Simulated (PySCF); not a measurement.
## EPR parameters of C5H7FNO2

Species: C5H7FNO2 (doublet state).
Structure used (GFN2-xTB), in Å, numbered top down from 1:
```
atom  x, y, z in Å
C1    -2.4300   -0.8023   -0.1034
O2    -1.2841   -1.0974   -0.8801
C3    -0.1929   -0.3220   -0.6502
N4     0.8300   -0.3125   -1.5621
C5     1.9632    0.3168   -1.1237
O6     2.9800    0.4569   -1.7653
C7     1.6710    0.7883    0.2980
C8     0.2237    0.3864    0.5842
F9    -0.5648    1.5412    0.7977
H10   -3.2437   -1.3744   -0.5443
H11   -2.2895   -1.1116    0.9365
H12   -2.6656    0.2642   -0.1318
H13    0.7472   -0.7460   -2.4695
H14    1.7832    1.8708    0.3586
H15    2.3797    0.3361    0.9906
H16    0.0849   -0.1855    1.5114
```

The hyperfine couplings belong to this conformer and change with its torsions.

As a line formula: `CO[C]1NC(=O)C[C@H]1F` [radical].

Level of theory: UKS B3LYP, pcH-1 on C F H N O, non-relativistic, mean-field spin-orbit, GIAO (PySCF 2.14.0). Geometry: GFN2-xTB, one conformer, isolated molecule. The geometry wasn't refined by DFT: couplings that depend on bond lengths, twists or pyramidal angles can differ widely from those at the functional's own minimum. No stability test was run, so a lower SCF solution isn't excluded.

```
g1, g2, g3                      : 2.00169, 2.00332, 2.00369
g_iso                           : 2.00290
Form of g                       : rhombic: the two nearest values differ by 18 % of g3 − g1
⟨S²⟩                            : 0.7541 (exact 0.7500)
HOMO–LUMO gap, α and β orbitals : 4.35, 5.96 eV
Total energy                    : -499.76523 Eh
Basis functions                 : 295
```

Hyperfine couplings atom by atom, in MHz; T1 to T3 are the principal values of the dipolar part; ρ(0) is the spin density at the nucleus:

```csv
atom,isotope,a_iso,T1,T2,T3,Mulliken spin population,ρ(0) (bohr⁻³)
C1,13C,8.9,-1.6,-1.0,2.6,-0.01,0.0079
O2,17O,-15.1,-48.5,22.8,25.6,0.08,0.0250
C3,13C,83.5,-69.1,-68.4,137.6,0.70,0.0743
N4,14N,-2.6,-4.9,-4.3,9.2,0.03,-0.0079
C5,13C,1.8,-5.7,-2.1,7.8,0.04,0.0016
O6,17O,-7.0,-28.6,14.2,14.4,0.08,0.0116
C7,13C,-2.7,-1.0,-0.8,1.7,-0.01,-0.0024
C8,13C,-26.2,-3.9,-3.2,7.0,0.01,-0.0233
F9,19F,456.7,-89.4,-84.9,174.3,0.03,0.1085
H10,1H,0.3,-2.7,-2.2,5.0,0.00,0.0001
H11,1H,11.4,-2.9,-2.7,5.6,0.00,0.0025
H12,1H,5.5,-4.2,-3.0,7.1,0.01,0.0012
H13,1H,-7.2,-5.9,-4.4,10.3,0.00,-0.0016
H14,1H,-3.7,-2.5,-1.0,3.5,0.00,-0.0008
H15,1H,-2.3,-2.4,-1.2,3.7,0.00,-0.0005
H16,1H,42.9,-5.7,-1.7,7.5,0.03,0.0096
```

The Mulliken spin populations are largest on C3 (+0.70), O6 (+0.08) and O2 (+0.08). C3 is the only atom above +0.15. The angles at C3 add up to 359.1°, so it is planar.

Under fast tumbling the dipolar parts average out, and these isotropic splittings remain (the largest six): 1 × 19F (F9, I = 1/2, 2 lines) with 16.29 mT, 1 × 1H (H16, I = 1/2, 2 lines) with 1.53 mT, 1 × 1H (H13, I = 1/2, 2 lines) with 0.26 mT, 3 × 1H (H10/H11/H12, I = 1/2, 4 lines) with 0.21 mT, 1 × 1H (H14, I = 1/2, 2 lines) with 0.13 mT and 1 × 14N (N4, I = 1, 3 lines) with 0.09 mT.

Nuclei that the bonding pattern makes equivalent are averaged, as if the motion that swaps them (rotation, inversion, ring flip) were fast. The three 1H nuclei of mean +5.8 MHz run from 0.3 to 11.4 MHz in the frozen geometry.

The 17O coupling of O2 (-15.1 MHz) shows only in satellite lines or after enrichment, since that isotope makes up about 0.038 % of natural oxygen.

The 13C coupling of C3 (83.5 MHz) shows only in satellite lines or after enrichment, since that isotope makes up about 1.07 % of natural carbon.

The spin density at the nucleus, in bohr⁻³, is negative for C8 (-0.0233), N4 (-0.0079) and C7 (-0.0024), for instance. A restricted open-shell determinant has no negative spin density anywhere; here it arises because α and β orbitals differ (spin polarisation).
